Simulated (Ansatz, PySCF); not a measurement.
Process, species as SMILES: NB(N)F -> [NH-]B(N)F + H+
Structures are relaxed separately at B3LYP-D3(BJ)/def2-TZVP in Ansatz (a first-principles code), one conformer each, not searched for the lowest.

Quantity: gas-phase deprotonation energy (electronic energy difference), in kJ/mol. Cores are frozen in the correlated levels unless marked. No spin-orbit coupling. No relativistic terms. Anions need diffuse functions: aug- sets have them; def2-D sets add few; the other sets have none. Basis-set limits of correlation are two-point, X^-3; Hartree-Fock from the larger set. The bracket is a focal-point correction in the basis named.

RI-MP2/CBS(aug-cc-pVTZ,aug-cc-pVQZ)+[CCSD(T)-MP2]/aug-cc-pVTZ (Ansatz) gives 1625.7 kJ/mol.

Problem. Another calculation gave 1626.3 kJ/mol. Which level was it?
A) HF/def2-TZVPD (PySCF)
B) SVWN5/def2-TZVPD (Ansatz)
C) LC-wPBE/def2-TZVPD (Ansatz)
D) CAM-B3LYP/def2-TZVPD (Ansatz)

Solution. D, CAM-B3LYP/def2-TZVPD (Ansatz). The others give 1669.9 (HF), 1594.0 (SVWN5), 1643.9 (LC-wPBE) kJ/mol.
